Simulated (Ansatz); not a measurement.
One change: `C[Se][SiH](O)F` becomes `O[SiH](F)[SiH2]I`.

Ansatz, PBE0-D4/def2-TZVP geometries, multiplicity 1. Each molecule was computed in one conformer, which needn't be the lowest.

Elements past krypton have def2 core potentials. Scalar relativity is left out up to krypton.

```csv
property,`C[Se][SiH](O)F`
LUMO energy (B3LYP/def2-TZVPP) / eV,-0.48
LUMO energy (ωB97M-V/def2-TZVPP) / eV,1.57
HOMO–LUMO gap (PBE0/def2-TZVPP) / eV,6.69
HOMO–LUMO gap (ωB97M-V/def2-TZVPP) / eV,10.66
size of the dipole moment (PBE/def2-TZVPP) / D,2.28
HOMO energy (B3LYP/def2-TZVPP) / eV,-6.69
```

(1) What does the change do to each property? (Estimate.)

Answers

(1) The calculation gave: 
| property | `O[SiH](F)[SiH2]I` | shift |
| --- | --- | --- |
| LUMO energy (B3LYP/def2-TZVPP) / eV | -1.60 | -1.12 |
| LUMO energy (ωB97M-V/def2-TZVPP) / eV | 0.34 | -1.23 |
| HOMO–LUMO gap (PBE0/def2-TZVPP) / eV | 6.34 | -0.35 |
| HOMO–LUMO gap (ωB97M-V/def2-TZVPP) / eV | 10.15 | -0.51 |
| size of the dipole moment (PBE/def2-TZVPP) / D | 1.19 | -1.09 |
| HOMO energy (B3LYP/def2-TZVPP) / eV | -7.55 | -0.86 |

With PBE0 the HOMO falls by 0.84 eV and the LUMO falls by 1.19 eV, so the gap narrows by about 0.35 eV. PBE moves the HOMO by -0.88 eV and ωB97M-V by -0.72 eV. Dipoles are sizes alone; their direction can turn.

B3LYP here is the variant with VWN-RPA as its local correlation; programs differ in this.

Spin–orbit coupling is left out; it splits and shifts lone-pair levels of the heavy atoms by tenths of an eV.
